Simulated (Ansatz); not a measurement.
SiCl(OAc)3 (C₆H₉ClO₆Si), relaxed as a singlet with RKS r2SCAN-D4/def2-SVP in Ansatz, starting from the GFN2-xTB geometry. Force threshold 0.03 eV/Å.

Start:

```xyz
23

Si    0.0806   -0.6448   -0.3603
Cl    0.2880   -2.3700   -1.3061
O     1.4223    0.2924   -0.4086
C     2.6521    0.0217    0.0821
C     3.6237    1.1080   -0.2588
O     2.8851   -0.9695    0.7060
H     4.6193    0.8333    0.0757
H     3.3105    2.0314    0.2237
H     3.6140    1.2712   -1.3338
O    -0.2679   -0.8096    1.2305
C    -1.3367   -1.4104    1.7990
C    -1.2119   -1.4404    3.2902
O    -2.2428   -1.8439    1.1531
H    -2.0496   -1.9788    3.7222
H    -1.1887   -0.4206    3.6681
H    -0.2728   -1.9184    3.5588
O    -1.1160    0.2961   -0.9623
C    -1.2511    0.7803   -2.2171
C    -2.5503    1.5042   -2.3828
O    -0.4112    0.6281   -3.0520
H    -2.6781    1.8035   -3.4185
H    -2.5547    2.3817   -1.7395
H    -3.3640    0.8545   -2.0696
```

**Question.** Estimate the energy that the relaxation releases and the steps that it takes.

**Answer.** 0.16 eV, in 7 steps; 45 s on 4 threads of Arm Neoverse V2 on a shared host. No frequencies were taken in this run, so the end may be a saddle point.

**Question.** Does the start keep its bonding?

**Answer.** By distances, no bond broke or formed. The bond that changes most is Si1–Cl2, from 1.98 to 2.03 Å (atoms count from 1).

**Question.** Predict the relaxed structure.

**Answer.** 
```xyz
23

Si    0.068   -0.556   -0.308
Cl    0.280   -2.324   -1.273
O     1.422    0.415   -0.443
C     2.655    0.044    0.023
C     3.683    1.093   -0.269
O     2.835   -1.001    0.591
H     4.667    0.764    0.084
H     3.396    2.035    0.225
H     3.706    1.296   -1.350
O    -0.207   -0.748    1.328
C    -1.287   -1.424    1.830
C    -1.242   -1.482    3.325
O    -2.136   -1.889    1.117
H    -2.103   -2.043    3.706
H    -1.241   -0.460    3.734
H    -0.301   -1.953    3.647
O    -1.211    0.346   -0.893
C    -1.297    0.766   -2.194
C    -2.575    1.506   -2.440
O    -0.427    0.547   -2.994
H    -2.644    1.797   -3.495
H    -2.612    2.398   -1.796
H    -3.430    0.873   -2.156
```
Bond lengths: 6 × C–O 1.20 to 1.37 Å; 3 × C–C 1.50 Å; 3 × O–Si 1.67 Å; 1 × Cl–Si 2.03 Å; 9 × C–H 1.10 Å.
